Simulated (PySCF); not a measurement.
# Bond length, frequency and bond energy of MoN by level of theory

State: ⁴Σ⁻ (quartet), unpaired electrons σ ↑, δ ↑↑. Set-up: basis Mo def2-TZVPP with ECP28, N def2-TZVPP; scalar-relativistic core potentials; PySCF 2.14. De refers to Mo (4d5 5s1) + N in their high-spin ground configurations, without counterpoise correction. The functionals are run spin-unrestricted. A positive dipole means Mo(−)N(+).

| Level | Re (Å) | ωe (cm⁻¹) | De (eV) | μ (D) | CPU s a point (SCF and correlation, without the integrals) |
| --- | --- | --- | --- | --- | --- |
| ROHF | 1.564 | 1286 | n/a | -3.28 | 0.68 |
| ROHF-MP2 | 1.692 | 935 | n/a | n/a | 1.2 |
| ROHF-SCS-MP2 | 1.677 | 964 | n/a | n/a | n/a |
| ROHF-CCSD | 1.617 | 1134 | 4.32 | n/a | n/a |
| ROHF-CCSD(T) | 1.638 | 1071 | 5.07 | n/a | 66 |
| PBE | 1.632 | 1099 | 6.23 | -3.04 | 1 |
| PW91 | 1.632 | 1099 | 6.23 | -3.05 | 0.67 |
| BP86 | 1.635 | 1096 | 6.34 | -3.07 | 0.64 |
| TPSS | 1.636 | 1084 | 5.77 | -3.18 | 1.4 |
| r²SCAN | 1.628 | 1088 | 5.07 | -3.22 | 1.3 |
| B3LYP | 1.621 | 1118 | 5.52 | -3.22 | 1.7 |
| PBE0 | 1.610 | 1131 | 5.06 | -3.16 | 2 |
| ωB97X-V | 1.597 | 1194 | 5.41 | -3.16 | 6.2 |

The bond length runs from 1.564 Å (ROHF) to 1.692 Å (ROHF-MP2). De spans 4.32 eV (ROHF-CCSD, coupled cluster) to 6.34 eV (BP86, GGA).

Correlated steps freeze 1 core orbital. The metal atom is held in its measured ground configuration; semilocal functionals can put another filling of s and d lower by some tenths of an eV, and De to that atom would be smaller. These are scalar-relativistic numbers at best; spin–orbit coupling would shift them, the dissociation energy most. UHF is strongly spin-contaminated for MoN, so the ROHF reference used there is far from stable. The state is the lowest single determinant that the PBE0 search found; with open d or f shells the true ground state can be another one.

The whole job (state search and all levels along the bond) took about 15 min on 1 thread of Intel Xeon 6975P-C (shared host), peak memory 3.4 GiB.
